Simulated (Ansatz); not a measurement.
Isolated molecules relaxed with PBE0-D4/def2-TZVP in Ansatz; ΔE leaves out vibrations. CCSD(T)/CBS adds triple-zeta CCSD(T) − MP2 to the extrapolated MP2 energy (def2 sets, frozen cores). DFT in def2-TZVPP. For Se outer-core shells are correlated without core-valence functions, which leaves a few kJ/mol of doubt a bond. Scalar relativity is left out up to krypton. Each species was taken in one conformer, which may not be the lowest.

Consider the ligand exchange at the Si–Se bond: `C[Se][SiH2]Cl` + `O[SiH](O)S` → `O[SiH](O)S[SiH2]Cl` + `C[SeH]`.

**Question.** Is it downhill or uphill in electronic energy at CCSD(T)/CBS, and by how much? (Best estimate.)

**Answer.** Ansatz gave: Nearly level: ΔE = -0.02 eV.

**Question.** What do these levels give: PBE-D4, B97M-V, r2SCANh-D4, r2SCAN0-D4, ωB97X-V, revPBE, RPA@PBE/def2-TZVPP, CCSD/def2-SVP, HF/def2-TZVPP, CCSD(T)/def2-TZVPP, HF/def2-QZVPP, HF/CBS(def2)? (Estimate.)

**Answer.** Ansatz gave: PBE-D4 -0.03, B97M-V -0.08, r2SCANh-D4 -0.05, r2SCAN0-D4 -0.05, ωB97X-V -0.05, revPBE -0.01, RPA@PBE/def2-TZVPP -0.04, CCSD/def2-SVP -0.05, HF/def2-TZVPP -0.03, CCSD(T)/def2-TZVPP -0.04, HF/def2-QZVPP -0.04, HF/CBS(def2) -0.04 eV.

Largest T1 diagnostic among the species: 0.011.

Leaving LDA and LC-ωPBE aside and taking each functional with its dispersion term where it has one, the values, not all of them listed here, spread over 0.06 eV, from B97M-V to B2PLYP.
